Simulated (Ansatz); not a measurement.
`C[O][Al][SH]` radical, relaxed with UKS PBE0-D4/def2-TZVP in the Gaussian-basis code of Ansatz from a PBE-D4/def2-SVP geometry. The force threshold is 0.005 eV/Å; the program also tests the step.

The species carries charge 0 and has multiplicity 2.

Start:

```xyz
8

C     0.357   -0.402    1.407
O    -0.750   -0.023    0.636
Al   -1.246    0.436   -0.932
S     0.284    0.588   -2.555
H     0.147   -1.351    1.951
H     1.278   -0.559    0.799
H     0.587    0.374    2.173
H    -0.658    0.936   -3.479
```

Task: By how much does the energy fall, and how many steps does the optimiser take? (Estimate.)

Result: Ansatz gave: 4.40 kJ/mol, in 14 steps, 1 of them rejected.

Task: Which bonds change most? (Estimate.)

Result: The calculation gave: O2–Al3 from 1.708 to 1.681 Å; Al3–S4 from 2.235 to 2.211 Å; S4–H8 from 1.364 to 1.343 Å; C1–H7 from 1.114 to 1.095 Å.

Task: Give the relaxed structure. (An estimate is asked.)

Result: The calculation gave: 
```xyz
8

C     0.351   -0.379    1.357
O    -0.804    0.028    0.682
Al   -1.269    0.476   -0.870
S     0.289    0.476   -2.439
H     0.197   -1.369    1.799
H     1.225   -0.432    0.697
H     0.578    0.322    2.167
H    -0.568    0.879   -3.392
```
